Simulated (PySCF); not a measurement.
## A search over the determinants of NaGa

Unrestricted PBE0; Na 6-31G(d,p), Ga 6-31G(d,p); no relativity (PySCF 2.14). Outer shells of the fragments: Na 3s1; Ga 3d10 4s2 4p1.

Followed along the bond (rough minima from three points):

```
2Ms+1  unpaired  ⟨S²⟩ at the start  R at minimum (Å)  Te (eV)
    1      none               0.00              3.11     0.00
    3  σ ↑, π ↑               2.00              2.95     0.14
    1  σ ↑, π ↓               1.01              3.05     0.33
    3      σ ↑↑               2.00  none in the scan   ≤ 0.86
    3      π ↑↑               2.00  none in the scan   ≤ 1.09
```

Solutions found at the starting distance of 2.780 Å, counted from the lowest of them; the search is not exhaustive and high or unbound solutions are not listed, so other states can lie among these:

```json
{"2Ms+1": "1", "unpaired": "none", "term": "¹Σ⁺", "E (eV)": "0.00", "⟨S²⟩": "0.00", "⟨Lz²⟩": "0.00", "μ (D)": "-2.26"}
{"2Ms+1": "3", "unpaired": "σ ↑, π ↑", "term": "³Π", "E (eV)": "0.04", "⟨S²⟩": "2.00", "⟨Lz²⟩": "1.00", "μ (D)": "-4.44"}
{"2Ms+1": "1", "unpaired": "σ ↑, π ↓", "term": "mixed", "E (eV)": "0.26", "⟨S²⟩": "1.01", "⟨Lz²⟩": "1.00", "μ (D)": "-4.00"}
{"2Ms+1": "3", "unpaired": "π ↑↑", "term": "³Σ⁻", "E (eV)": "1.00", "⟨S²⟩": "2.00", "⟨Lz²⟩": "0.00", "μ (D)": "-7.10"}
{"2Ms+1": "3", "unpaired": "σ ↑↑", "term": "³Σ⁺", "E (eV)": "1.07", "⟨S²⟩": "2.00", "⟨Lz²⟩": "0.00", "μ (D)": "4.47"}
{"2Ms+1": "1", "unpaired": "π ↑↓", "term": "mixed", "E (eV)": "1.20", "⟨S²⟩": "1.00", "⟨Lz²⟩": "2.01", "μ (D)": "-6.74"}
{"2Ms+1": "1", "unpaired": "none", "term": "mixed", "E (eV)": "1.75", "⟨S²⟩": "0.00", "⟨Lz²⟩": "2.00", "μ (D)": "-5.63"}
{"2Ms+1": "3", "unpaired": "π ↑↑", "term": "mixed", "E (eV)": "3.01", "⟨S²⟩": "2.00", "⟨Lz²⟩": "2.00", "μ (D)": "2.88"}
```

A term symbol is given only where ⟨S²⟩ and ⟨Lz²⟩ are close to those of a pure state; real π, δ and φ orbitals otherwise mix terms. A positive dipole means Na(−)Ga(+).

Compare the gap between the two lowest followed solutions at the starting distance with the gap between their minima.

At PBE0 the second solution (triplet, unpaired electrons σ ↑, π ↑) lies +0.04 eV from the first (singlet, closed shell) at 2.780 Å and +0.14 eV at the minima; the two curves relax by different amounts, since their minima lie near 2.95 and 3.11 Å.

Counting both spins, an empty level lies below a filled one in some of these solutions, because spin and occupation are held.
